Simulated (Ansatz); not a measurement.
Computed with Ansatz on PBE0-D4/def2-TZVP structures; ΔE is electronic, products minus reactants. CCSD(T)/CBS adds triple-zeta CCSD(T) − MP2 to the extrapolated MP2 energy (def2 sets, frozen cores). This one scheme is used for every species, atoms too. For atomizations the MP2-based limit and the directly extrapolated one differ by several kJ/mol either way, and by 10 to 25 for some Ge, Se and Sn compounds, so smaller differences from it don't rank the levels. DFT in def2-TZVPP. No spin–orbit coupling; open shells (•) take unrestricted orbitals. Spin–orbit coupling would lower the free atoms: a little for C; strongly for I, Sn. def2 core potentials past Kr. Bonds to I, Sn are less sure, by a few kJ/mol each and by 10 to 20 or more in all where they break to atoms, as the def2 sets lack core-valence functions.

Reaction (atomization): `[CH3][SnH2][I]` → C• + 5 H• + I• + Sn•

| level | ΔE (eV) |
| --- | --- |
| r2SCAN-D4 | 24.10 |
| HF/def2-QZVPP | 17.88 |

(1) What does CCSD(T)/CBS give? (Estimate.)

Largest T1 diagnostic among the species: 0.011.

Answers

(1) The calculation gave: +24.43 eV. The listed levels differ from it by -0.33, -6.55 eV.

Leaving LDA and LC-ωPBE aside and taking each functional with its dispersion term where it has one, the values, not all of them listed here, spread over 0.72 eV, from revPBE-D4 to B97M-V. LDA lies +3.18 eV from PBE without D4, its usual overbinding. From r2SCAN to r2SCAN0 (25 % exact exchange), in def2-TZVPP and without D4, ΔE moves by −0.19 eV: exact exchange takes away binding that semilocal exchange gives to molecules. At CCSD(T), def2-SVP lies −1.75 eV from the extrapolated value and def2-TZVPP −0.72 eV: correlation converges slowly with the basis, and small sets miss more of it in the bonded molecule than in its fragments.
